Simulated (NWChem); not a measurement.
System: C₅H₅N; SMILES C(/C=N/C=C)#C

The following NWChem deck was run.

```
start job
memory heap 200 mb stack 900 mb global 1100 mb
geometry units angstroms noautosym nocenter noautoz
  C      0.331413     3.091437     0.000000
  C     -0.023096     1.933913     0.000000
  C     -0.513370     0.596384     0.000000
  N      0.274299    -0.422175     0.000000
  C     -0.318446    -1.683670     0.000000
  C      0.426838    -2.797253     0.000000
  H      0.671051     4.102392     0.000000
  H     -1.608787     0.486402     0.000000
  H     -1.413496    -1.742191     0.000000
  H     -0.031205    -3.780791     0.000000
  H      1.510452    -2.734667     0.000000
end
basis spherical
  * library 6-311g**
end
dft
  xc b3lyp
  iterations 150
end
property
  shielding
end
task dft property
```

Output (shortened):

```
             Northwest Computational Chemistry Package (NWChem) 7.3.0
             --------------------------------------------------------

                             Geometry "geometry" -> ""
                             -------------------------

 Output coordinates in angstroms (scale by  1.889725989 to convert to a.u.)

  No.       Tag          Charge          X              Y              Z
 ---- ---------------- ---------- -------------- -------------- --------------
    1 C                    6.0000     0.33141300     3.09143700     0.00000000
    2 C                    6.0000    -0.02309600     1.93391300     0.00000000
    3 C                    6.0000    -0.51337000     0.59638400     0.00000000
    4 N                    7.0000     0.27429900    -0.42217500     0.00000000
    5 C                    6.0000    -0.31844600    -1.68367000     0.00000000
    6 C                    6.0000     0.42683800    -2.79725300     0.00000000
    7 H                    1.0000     0.67105100     4.10239200     0.00000000
    8 H                    1.0000    -1.60878700     0.48640200     0.00000000
    9 H                    1.0000    -1.41349600    -1.74219100     0.00000000
   10 H                    1.0000    -0.03120500    -3.78079100     0.00000000
   11 H                    1.0000     1.51045200    -2.73466700     0.00000000

 Effective nuclear repulsion energy (a.u.)     180.6125533202

                              NWChem Property Module
                              ----------------------

  itol2e modified to match energy
  convergence criterion.

                                 NWChem DFT Module
                                 -----------------

 Summary of "ao basis" -> "ao basis" (spherical)
 ------------------------------------------------------------------------------
       Tag                 Description            Shells   Functions and Types
 ---------------- ------------------------------  ------  ---------------------
 C                          6-311g**                 8       18   4s3p1d
 N                          6-311g**                 8       18   4s3p1d
 H                          6-311g**                 4        6   3s1p

  itol2e modified to match energy
  convergence criterion.

[...]

          -----------------------------------------
          Chemical Shielding Tensors (GIAO, in ppm)
          -----------------------------------------

                                NWChem CPHF Module
                                ------------------

  scftype          =     RHF
  nclosed          =       21
  nopen            =        0
  variables        =     2457
  # of vectors     =        3
  tolerance        = 0.10D-03
  level shift      = 0.00D+00
  max iterations   =       50
  max subspace     =       30

 SCF residual:    5.7699496906933126E-005

Iterative solution of linear equations
  No. of variables     2457
  No. of equations        3
  Maximum subspace       30
        Iterations       50
       Convergence  1.0D-04

   iter   nsub   residual    time
   ----  ------  --------  ---------
     1      3    5.99D-01     175.3
     2      6    7.13D-02     183.3
     3      9    2.68D-03     191.2
     4     12    1.59D-04     199.5
     5     15    9.44D-06     207.5

      Atom:    1  C
        Diamagnetic
    252.8721     13.5441      0.0000
     13.5441    276.1150      0.0000
      0.0000      0.0000    247.8581

        Paramagnetic
   -196.5818     31.7139     -0.0000
     31.7139    -97.1811     -0.0000
     -0.0000     -0.0000   -205.0424

        Total Shielding Tensor
     56.2903     45.2580     -0.0000
     45.2580    178.9339     -0.0000
     -0.0000     -0.0000     42.8157

           isotropic =      92.6800
          anisotropy =     151.7200

          Principal Components and Axis System
                 1           2           3
              193.8266     42.8157     41.3976

      1         0.3126     -0.0000      0.9499
      2         0.9499      0.0000     -0.3126
      3        -0.0000      1.0000      0.0000

      Atom:    2  C
        Diamagnetic
    257.6453     14.4907      0.0000
     14.4907    282.2920      0.0000
      0.0000      0.0000    250.7204

        Paramagnetic
   -228.4193     69.2428     -0.0000
     69.2428    -18.8368     -0.0000
     -0.0000     -0.0000   -245.6665

        Total Shielding Tensor
     29.2261     83.7336      0.0000
     83.7336    263.4553     -0.0000
      0.0000     -0.0000      5.0539

           isotropic =      99.2451
          anisotropy =     286.5972

          Principal Components and Axis System
                 1           2           3
              290.3099      5.0539      2.3714

      1         0.3054      0.0000      0.9522
      2         0.9522     -0.0000     -0.3054
      3        -0.0000      1.0000     -0.0000

      Atom:    3  C
        Diamagnetic
    260.9866     -3.3850     -0.0000
     -3.3850    271.3906     -0.0000
     -0.0000     -0.0000    243.5348

        Paramagnetic
   -262.5933    -52.4386      0.0000
    -52.4386   -273.1508      0.0000
      0.0000      0.0000   -130.6261

        Total Shielding Tensor
     -1.6067    -55.8236      0.0000
    -55.8236     -1.7602      0.0000
      0.0000      0.0000    112.9087

           isotropic =      36.5139
          anisotropy =     114.5921

          Principal Components and Axis System
                 1           2           3
              112.9087    -57.5071     54.1402

      1         0.0000      0.7066      0.7076
      2         0.0000      0.7076     -0.7066
      3         1.0000     -0.0000      0.0000

      Atom:    4  N
        Diamagnetic
    312.6546     -7.2255     -0.0000
     -7.2255    351.5625     -0.0000
     -0.0000     -0.0000    312.6108

[...]
```

Level: B3LYP/6-311G** (spherical d), GIAO. All runs use the structure optimised with B3LYP/6-31G* (spherical d). The printed shielding anisotropy is the first printed principal value minus the mean of the other two.
